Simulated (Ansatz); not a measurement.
Reaction (redistribution): `N[CH2][SnH2][NH2]` + `BCBN` → `[BH2][SnH2][NH2]` + `NBCCN`

Isolated molecules relaxed with PBE0-D4/def2-TZVP in Ansatz; ΔE leaves out vibrations. CCSD(T)/CBS is the MP2 limit (def2-TZVPP, def2-QZVPP) plus CCSD(T) − MP2 in def2-TZVPP, frozen cores. Functionals use def2-TZVPP. B3LYP here is the variant with VWN-RPA as its local correlation; programs differ in this. def2 core potentials past Kr. For Sn outer-core shells are correlated without core-valence functions, which leaves a few kJ/mol of doubt a bond. One conformer a species, not always the lowest.

(1) Is it downhill or uphill in electronic energy at CCSD(T)/CBS, and by how much? (Best estimate.)

(2) What do these levels give: PBE-D4, B2PLYP, PBE, PBE0, B3LYP, HF/def2-TZVPP, SCS-MP2/def2-TZVPP, HF/def2-QZVPP, MP2/def2-QZVPP, HF/CBS(def2), MP2/CBS(def2), CCSD/CBS(def2)? (Estimate.)

Largest T1 diagnostic among the species: 0.013.

## Answers

(1) Computed: Uphill: ΔE = +45.2 kJ/mol.

(2) Computed: PBE-D4 49.2, B2PLYP 45.7, PBE 48.6, PBE0 44.3, B3LYP 45.1, HF/def2-TZVPP 29.7, SCS-MP2/def2-TZVPP 43.7, HF/def2-QZVPP 30.5, MP2/def2-QZVPP 50.5, HF/CBS(def2) 30.6, MP2/CBS(def2) 51.5, CCSD/CBS(def2) 42.1 kJ/mol.

In def2-TZVPP, CCSD(T) changes the Hartree–Fock value by +12.5 kJ/mol (the triples alone add +3.1 kJ/mol) and MP2 by +18.8 kJ/mol. From PBE to PBE0 (25 % exact exchange), in def2-TZVPP and without D4, ΔE moves by −4.3 kJ/mol.
